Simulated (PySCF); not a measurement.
Start geometry of `C=C(F)[SiH2]CCl` from a GFN2-xTB structure with every atom displaced at random (by about 0.01 Å) (Å):
```
atom  x, y, z in Å
C1     2.2872    0.5293    0.1290
C2     1.0081    0.6923   -0.2734
F3     0.5408    1.9543   -0.5304
Si4   -0.2705   -0.6353   -0.5718
C5    -1.7950   -0.1926    0.5329
Cl6   -3.0584   -1.4296    0.3376
H7     2.6663   -0.4258    0.3287
H8     2.9434    1.4012    0.2477
H9    -0.7331   -0.5908   -1.9472
H10    0.2479   -1.9310   -0.1564
H11   -2.2574    0.7620    0.2844
H12   -1.5397   -0.1622    1.6099
```

What comes out of this run: PBE0-D3(BJ)/def2-SVP geometry optimisation, gas phase in PySCF 2.14.0?

```
atom  x, y, z in Å
C1     2.2632    0.5286   -0.0888
C2     0.9739    0.7243   -0.3619
F3     0.5124    1.9807   -0.5367
Si4   -0.3682   -0.5919   -0.5313
C5    -1.7245   -0.2170    0.7299
Cl6   -3.0517   -1.4058    0.5600
H7     2.6409   -0.4844    0.0586
H8     2.9614    1.3669   -0.0098
H9    -0.9572   -0.5423   -1.8990
H10    0.2425   -1.9244   -0.2642
H11   -2.1393    0.7897    0.5748
H12   -1.3441   -0.2728    1.7603
```

The energy falls by 2.9 kcal/mol over 10 energy and gradient evaluations, the largest force component goes from 0.0397 to 3.1e-04 Eh/bohr, and the atoms move by 0.045 Å rms after alignment. Among the bonds, Si4–C5 and C1–H7 change most and about equally (-0.044 to +0.044 Å). Bonds longer at the end by more than 0.005 Å: 6 of 11; shorter: 4. Among the angles that change most is H9–Si4–H10, from 114.3° to 110.9°. Rotational constants go from 6020, 920.0, 855.5 to 6179, 916.9, 855.1 MHz. The orientation of the end geometry is arbitrary; only internal coordinates are fixed.

The run used 122 basis functions and 66 SCF cycles in all.

Whether it is a minimum is left open (no frequencies). The numbers are those of one conformer.
